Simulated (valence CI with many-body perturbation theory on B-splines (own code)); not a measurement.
Pm19+: E2, M1 decay

Calculated by valence CI with perturbative core correlation (CI+MBPT): six valence electrons over a frozen Dirac-Fock core [Kr], radial functions for each j: 7 s, 7 p, 8 d, 6 f, 4 g, 1 h, with the one-electron correlation potential Σ1 (screened to all orders), the two-electron term Σ2, the three-electron term Σ3, Breit, model QED; selected single and double excitations, second order for the rest, scaled by the run's own slope (own B-spline code, finite nucleus).

No measured levels were compared; by estimate terms of the open shell hold to 2 to 4 % of their energy, and close levels can change places. Core correlation moves these levels by up to 9900 cm⁻¹, and in measured spectra 5 to 20 % of such shifts remained as error; rates that hang on mixing are uncertain with them. Among the levels kept, up to 1000 cm⁻¹ of a level comes from second order outside the variational space, and about a tenth of that is noise between levels of different J, which matters for small intervals. Only levels of the ground parity were solved; by the run's estimate the other parity begins above the list, which can be wrong where configurations are misplaced.

Lines 51 to 100 of 119 in falling wavelength, among levels below 258850 cm⁻¹, chosen from the decays that carry over 1 % of a level's rate. Wavelengths and rates use the calculated energies, so an error of 2000 cm⁻¹ moves a line at 201.3 nm by 4 % and its rate by three times that or more. Electric multipoles are in the length gauge, E1 and E2 with the static RPA response of the core. Weak lines are less certain than strong ones. Lines between different terms over intervals too small for the method are left out, as are lines whose strength nearly cancels. Where a level lies close to another of its J and parity, the split of strength between their lines is uncertain. The highest levels of a list are the least certain. Branching is blank where the lifetime is uncertain.

Levels are named by their leading jj configuration (3d3/2^4 stands for four electrons in 3d with j = 3/2), which in mixed levels can hold well under half, so a name can repeat and another be missing. Letters in brackets count levels of one name in rising energy.

```csv
λ vac (nm),Upper,Lower,Type,A (s⁻¹),Branch %
201.3,(4d3/2 4d5/2^5) J=1,(4d3/2^2 4d5/2^4) J=0 [a],M1,1.22e+03,14.8
201.1,(4d3/2^2 4d5/2^4) J=4 [a],(4d3/2^3 4d5/2^3) J=4 [a],M1,1.19e+03,52.4
200.6,(4d3/2^2 4d5/2^4) J=4 [c],(4d3/2^2 4d5/2^4) J=5,M1,5.34e+02,15.6
198.7,(4d3/2^3 4d5/2^3) J=1 [b],(4d3/2^3 4d5/2^3) J=1 [a],M1,3.12e+02,28.4
198.0,(4d3/2^2 4d5/2^4) J=4 [c],(4d3/2^3 4d5/2^3) J=3 [c],M1,4.02e+02,11.7
195.9,(4d3/2^3 4d5/2^3) J=2 [a],(4d3/2^4 4d5/2^2) J=2,M1,7.90e+02,57.6
195.9,(4d3/2^2 4d5/2^4) J=6,(4d3/2^3 4d5/2^3) J=6,M1,7.35e+02,69.1
192.5,(4d3/2^2 4d5/2^4) J=6,(4d3/2^3 4d5/2^3) J=5,M1,3.25e+02,30.6
191.6,(4d3/2^2 4d5/2^4) J=0 [a],(4d3/2^3 4d5/2^3) J=1 [a],M1,4.23e+03,100.0
191.5,(4d3/2^2 4d5/2^4) J=2 [b],(4d3/2^2 4d5/2^4) J=2 [a],M1,6.75e+02,30.1
187.7,(4d3/2^3 4d5/2^3) J=3 [b],(4d3/2^4 4d5/2^2) J=2,M1,1.08e+02,9.5
186.3,(4d3/2 4d5/2^5) J=2,(4d3/2^2 4d5/2^4) J=1,M1,8.53e+02,17.7
186.3,(4d3/2^3 4d5/2^3) J=1 [b],(4d3/2^4 4d5/2^2) J=0,M1,5.56e+02,50.5
184.6,(4d3/2^3 4d5/2^3) J=2 [b],(4d3/2^3 4d5/2^3) J=1 [a],M1,8.52e+01,9.2
183.3,(4d3/2^3 4d5/2^3) J=3 [c],(4d3/2^3 4d5/2^3) J=4 [a],M1,3.07e+02,16.0
181.1,(4d3/2^2 4d5/2^4) J=5,(4d3/2^3 4d5/2^3) J=4 [a],M1,3.48e+01,2.7
180.7,(4d3/2^2 4d5/2^4) J=4 [c],(4d3/2^2 4d5/2^4) J=4 [a],M1,1.27e+02,3.7
179.8,(4d3/2^2 4d5/2^4) J=2 [c],(4d3/2^3 4d5/2^3) J=2 [b],M1,7.31e+02,21.4
176.5,(4d3/2^3 4d5/2^3) J=5,(4d3/2^4 4d5/2^2) J=4,M1,1.88e+02,88.2
174.9,(4d3/2^2 4d5/2^4) J=4 [b],(4d3/2^3 4d5/2^3) J=3 [b],M1,3.56e+02,20.9
174.4,(4d3/2^2 4d5/2^4) J=2 [b],(4d3/2^3 4d5/2^3) J=3 [b],M1,5.07e+02,22.7
173.8,(4d3/2^3 4d5/2^3) J=6,(4d3/2^4 4d5/2^2) J=4,E2,3.00e-03,
173.5,(4d3/2^3 4d5/2^3) J=0,(4d3/2^3 4d5/2^3) J=1 [a],M1,1.72e+02,88.5
171.3,(4d3/2^2 4d5/2^4) J=2 [a],(4d3/2^4 4d5/2^2) J=2,M1,6.39e+01,2.5
168.2,(4d3/2^2 4d5/2^4) J=2 [c],(4d3/2^3 4d5/2^3) J=1 [b],M1,5.55e+02,16.2
167.9,(4d3/2^2 4d5/2^4) J=2 [b],(4d3/2^3 4d5/2^3) J=2 [a],M1,3.74e+02,16.7
164.0,(4d3/2^2 4d5/2^4) J=4 [c],(4d3/2^3 4d5/2^3) J=4 [b],M1,1.01e+03,29.4
162.7,(4d3/2^3 4d5/2^3) J=3 [d],(4d3/2^3 4d5/2^3) J=4 [a],M1,2.51e+02,18.3
161.0,(4d3/2 4d5/2^5) J=4,(4d3/2^2 4d5/2^4) J=3,M1,8.99e+02,17.6
158.6,(4d3/2^3 4d5/2^3) J=2 [b],(4d3/2^3 4d5/2^3) J=3 [a],M1,2.86e+02,30.8
154.3,(4d3/2^2 4d5/2^4) J=3,(4d3/2^3 4d5/2^3) J=4 [a],M1,5.68e+02,35.4
154.0,(4d3/2^2 4d5/2^4) J=4 [a],(4d3/2^3 4d5/2^3) J=3 [a],M1,9.84e+01,4.3
152.8,(4d3/2 4d5/2^5) J=4,(4d3/2^3 4d5/2^3) J=3 [d],M1,5.55e+01,1.1
152.2,(4d3/2 4d5/2^5) J=1,(4d3/2^2 4d5/2^4) J=2 [a],M1,3.85e+03,46.8
146.5,(4d3/2^3 4d5/2^3) J=3 [b],(4d3/2^4 4d5/2^2) J=4,M1,6.94e+02,61.0
145.3,(4d3/2^2 4d5/2^4) J=4 [b],(4d3/2^3 4d5/2^3) J=5,M1,1.03e+03,60.5
144.9,(4d3/2 4d5/2^5) J=2,(4d3/2^3 4d5/2^3) J=3 [d],M1,5.54e+02,11.5
143.3,(4d3/2^3 4d5/2^3) J=3 [c],(4d3/2^3 4d5/2^3) J=3 [a],M1,5.25e+02,27.4
139.5,(4d3/2 4d5/2^5) J=4,(4d3/2^2 4d5/2^4) J=5,M1,1.44e+03,28.1
138.2,(4d3/2 4d5/2^5) J=4,(4d3/2^3 4d5/2^3) J=3 [c],M1,2.60e+02,5.1
137.8,(4d3/2^3 4d5/2^3) J=1 [b],(4d3/2^4 4d5/2^2) J=2,M1,1.32e+02,12.0
136.9,(4d3/2 4d5/2^5) J=1,(4d3/2^3 4d5/2^3) J=2 [a],M1,1.94e+03,23.5
135.8,(4d3/2^2 4d5/2^4) J=2 [c],(4d3/2^2 4d5/2^4) J=2 [a],M1,1.99e+02,5.8
131.7,(4d3/2 4d5/2^5) J=2,(4d3/2^3 4d5/2^3) J=3 [c],M1,1.14e+03,23.7
130.9,(4d3/2^3 4d5/2^3) J=2 [b],(4d3/2^4 4d5/2^2) J=2,M1,4.32e+02,46.5
130.4,(4d3/2^3 4d5/2^3) J=3 [d],(4d3/2^3 4d5/2^3) J=3 [a],M1,7.11e+02,52.0
129.5,(4d3/2 4d5/2^5) J=4,(4d3/2^2 4d5/2^4) J=4 [a],M1,1.99e+03,38.9
127.0,(4d3/2^2 4d5/2^4) J=2 [c],(4d3/2^3 4d5/2^3) J=3 [b],M1,2.95e+02,8.6
125.2,(4d3/2^3 4d5/2^3) J=0,(4d3/2^4 4d5/2^2) J=2,E2,1.71e+01,8.8
123.5,(4d3/2^2 4d5/2^4) J=2 [c],(4d3/2^3 4d5/2^3) J=2 [a],M1,3.85e+02,11.3
```
